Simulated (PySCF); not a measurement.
A PySCF script (with the pyscf-properties extension) for the NMR shieldings of `InChI=1S/C3H4Cl2OSi/c4-3-7(5)2-1-6-7/h1-2H,3H2/t7-/m0/s1`, on a GFN2-xTB geometry:

```python
import basis_set_exchange as bse
import numpy as np
from pyscf import gto, dft
from pyscf.prop import nmr

atoms = """
Cl    2.691700   -0.861234   -1.129196
C     1.674926    0.388079   -0.361482
Si    0.162060   -0.415878    0.474036
Cl    0.703237   -1.741128    1.860522
C    -1.455603   -0.561013   -0.491842
C    -1.878375    0.462881    0.250683
O    -0.857561    0.802611    1.116064
H     2.306374    0.904097    0.359836
H     1.393702    1.090294   -1.142677
H    -1.949098   -1.101201   -1.271859
H    -2.785937    1.035163    0.309951
"""
names = dict.fromkeys(["Cl", "C", "Si", "O", "H"], "pcSseg-1")
basis = {el: gto.basis.parse(bse.get_basis(n, elements=[el], fmt="nwchem")) for el, n in names.items()}
mol = gto.M(atom=atoms, basis=basis, charge=0, verbose=0)
mf = dft.RKS(mol, xc="PBE0")
mf.grids.level = 2
mf.grids.alignment = dft.numint.BLKSIZE   # the property module wants whole blocks of grid points
mf.conv_tol = 1e-9
mf.kernel()

calc = nmr.RKS(mf)   # GIAO
C = mf.mo_coeff
Co = C[:, mf.mo_occ > 0]
resp = mf.gen_response(singlet=True, hermi=2)
def vind(x):   # induced exchange potential for any number of trial vectors
    d = np.einsum("pi,xij,qj->xpq", C, 2 * x.reshape(-1, C.shape[1], Co.shape[1]), Co, optimize=True)
    return np.einsum("xpq,pi,qj->xij", resp(d - d.transpose(0, 2, 1)), C, Co, optimize=True).ravel()
mo1, _ = nmr.rhf.solve_mo1(calc, with_cphf=vind)
sigma = calc.kernel(mo1)
for i, s in enumerate(sigma):   # ppm
    w = np.linalg.eigvalsh((s + s.T) / 2)
    print("%2d %-2s iso %8.1f  s11 %8.1f  s22 %8.1f  s33 %8.1f" % (i, mol.atom_pure_symbol(i), w.mean(), *w))
```

Q: What does it print?

A: 
```
 0 Cl iso    952.9  s11    842.2  s22    909.7  s33   1106.9
 1 C  iso    150.3  s11    131.2  s22    144.5  s33    175.2
 2 Si iso    327.6  s11    305.9  s22    323.0  s33    353.8
 3 Cl iso    904.2  s11    831.5  s22    872.3  s33   1008.9
 4 C  iso     72.7  s11    -12.2  s22     94.2  s33    136.1
 5 C  iso     12.7  s11   -108.9  s22     46.2  s33    100.7
 6 O  iso    159.2  s11     93.1  s22    179.0  s33    205.6
 7 H  iso     28.4  s11     23.1  s22     27.3  s33     34.7
 8 H  iso     28.4  s11     22.5  s22     27.4  s33     35.1
 9 H  iso     26.6  s11     25.7  s22     26.2  s33     28.0
10 H  iso     24.1  s11     22.7  s22     23.1  s33     26.4
```

These numbers come from an equivalent density-fitted implementation of the same equations, which agrees with the script to about 0.01 ppm for H and up to a few tenths of a ppm for heavy atoms, so last digits may differ.

Size and cost of the density-fitted run: 160 basis functions, 36 s wall time on 1 thread of an Arm Neoverse V1, shared host; peak memory 0.71 GiB.
